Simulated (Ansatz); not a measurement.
`FC1C=C1S` and `FC1C=C1[SiH3]` differ in one atom or group.

Ansatz, PBE0-D4/def2-TZVP geometries, multiplicity 1. Each molecule was computed in one conformer, which needn't be the lowest.

| property | `FC1C=C1S` |
| --- | --- |
| HOMO–LUMO gap (PBE/def2-TZVPP) / eV | 4.92 |
| size of the dipole moment (ωB97M-V/def2-TZVPP) / D | 1.76 |
| HOMO energy (PBE/def2-TZVPP) / eV | -6.12 |
| HOMO energy (B3LYP/def2-TZVPP) / eV | -6.99 |
| LUMO energy (B3LYP/def2-TZVPP) / eV | -0.44 |
| HOMO energy (ωB97M-V/def2-TZVPP) / eV | -9.30 |

Problem. What does the change do to each property? (Estimate.)

Solution. Computed: 
```
                                          property  `FC1C=C1[SiH3]`  shift
               HOMO–LUMO gap (PBE/def2-TZVPP) / eV             4.78  -0.14
size of the dipole moment (ωB97M-V/def2-TZVPP) / D             2.10   0.34
                 HOMO energy (PBE/def2-TZVPP) / eV            -6.73  -0.61
               HOMO energy (B3LYP/def2-TZVPP) / eV            -7.93  -0.94
               LUMO energy (B3LYP/def2-TZVPP) / eV            -1.15  -0.71
             HOMO energy (ωB97M-V/def2-TZVPP) / eV           -10.41  -1.11
```

With PBE0 the HOMO falls by 0.94 eV and the LUMO falls by 0.73 eV, so the gap widens by about 0.21 eV. PBE moves the HOMO by -0.61 eV and ωB97M-V by -1.11 eV. Dipoles are sizes alone; their direction can turn.

B3LYP here is the variant with VWN-RPA as its local correlation; programs differ in this.
